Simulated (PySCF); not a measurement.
F3GeHO, SMILES [OH][Ge]([F])([F])[F].

Geometry optimised at PBE-D3(BJ)/def2-SVP. This is a generated structure with no PubChem entry under its InChIKey; it may be hypothetical. The values are those of a single conformer.

Two levels are set side by side: PBE/def2-TZVP (PySCF) and B3LYP/def2-TZVP (PySCF). Same geometry, gas phase. Differences are taken from unrounded values.

```
quantity                      B3LYP
---------------------------  ------
orbital gap (eV)               8.32
highest occupied level (eV)  -10.40
lowest empty level (eV)       -2.08
dipole moment (D)              2.28
mean polarisability (bohr³)    28.8
```

Problem. What does PBE give, and how far is it from B3LYP? (The exact figures need the calculation; the answer reports its results.)

Solution. 
```
quantity                       PBE  PBE minus B3LYP
---------------------------  -----  ---------------
orbital gap (eV)              6.03            -2.29
highest occupied level (eV)  -8.80             1.61
lowest empty level (eV)      -2.76            -0.68
dipole moment (D)             2.21            -0.07
mean polarisability (bohr³)   30.4              1.6
```

PBE's occupied levels lie high since its potential decays too fast outside the molecule; exact exchange lowers them and widens the gap. PBE's more diffuse valence density responds more strongly to a field. Differences between two approximate levels are no errors against the true value.

Rough cost on one machine, each run with all the roots and properties that it gave: B3LYP against PBE within a factor of 2.
